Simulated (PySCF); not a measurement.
Work out the structure from these simulated measurements.

Elements present: Al, C, Cl and H. Monoisotopic mass: 139.9740 u.

* 13C NMR: chemical shifts (computed TMS as zero) by class: 22.5 (1 C), 21.5 (1 C), 16.7 (1 C) ppm [GIAO B3LYP/pcSseg-1 (pcSseg-2 on Al)]
* NMR, other nuclei: isotropic shieldings of nuclei other than C and H, by class: 355 (1 Al), 883 (2 Cl) ppm [GIAO B3LYP/pcSseg-1 (pcSseg-2 on Al)]
* XPS: Cl2p3/2 205.8 (×2), C1s 290.3, C1s 290.7, C1s 291.0, Al1s 1568.2, Cl1s 2828.4 (×2) eV [ΔSCF SCAN, pcX-2 on the ionised atom, pcseg-1 elsewhere, spin-free X2C, 2p3/2 from a spin–orbit splitting computed afterwards within the 2p shell]
* UV, first state: lowest singlet excitation: 6.30 eV (197 nm, f = 0.009) [TDDFT wB97X-D/def2-SVPD]
* Rotational structure: rotational constants A, B, C: 2.180, 0.953, 0.686 GHz [PBE0-D3(BJ)/def2-SVP]
* 1H NMR: chemical shifts (computed TMS as zero) by class: 1.39 (2 H), 1.07 (3 H), 0.42 (2 H) ppm [GIAO B3LYP/pcSseg-1 (pcSseg-2 on Al)]
* UV, strongest line: among the 15 lowest singlet transitions: S2 at 6.95 eV (178 nm, f = 0.209) [TDDFT wB97X-D/def2-SVPD]

Electronic properties: PySCF, gas phase, density fitting. Levels stand in brackets. The structure is a single PBE0-D3(BJ)/def2-SVP conformer in the gas phase; no vibrational or solvent corrections. NMR values are class means; diastereotopic atoms form classes of their own.

Question: Which formula fits the mass and the elements?

Answer: C3H7AlCl2 (calculated 139.9740). No other formula that holds each of these elements comes within 0.0003 u with a fitting electron parity and a possible valence count.

Question: Propose a structure and show how it fits.

Answer: 3 carbons fall into 3 classes; from least to most shielded: carbon bonded to C and 3 H (22.5 ppm), carbon bonded to 2 C and 2 H (21.5 ppm), carbon bonded to Al, C and 2 H (16.7 ppm). Hydrogen classes from least to most shielded: 2 H on a carbon bonded to 2 C and 2 H (1.39 ppm), 3 H on a carbon bonded to C and 3 H (1.07 ppm), 2 H on a carbon bonded to Al, C and 2 H (0.42 ppm). The other shieldings belong to: 355 ppm, aluminium bonded to C and 2 Cl; 883 ppm, chlorine bonded to Al. The core levels belong to: Cl2p3/2 205.8 eV, chlorine bonded to Al; C1s 290.3 eV, carbon bonded to Al, C and 2 H; C1s 290.7 eV, carbon bonded to C and 3 H; C1s 291.0 eV, carbon bonded to 2 C and 2 H; Al1s 1568.2 eV, aluminium bonded to C and 2 Cl; Cl1s 2828.4 eV, chlorine bonded to Al. One atom of each topological class was ionised and stands for its class. The optimised geometry has point group C1 and is an asymmetric top. Structure: AlCl2(nPr) (`CC[CH2][Al]([Cl])[Cl]`). The assignments are read from this structure; whether some other isomer fits the data as well wasn't checked.
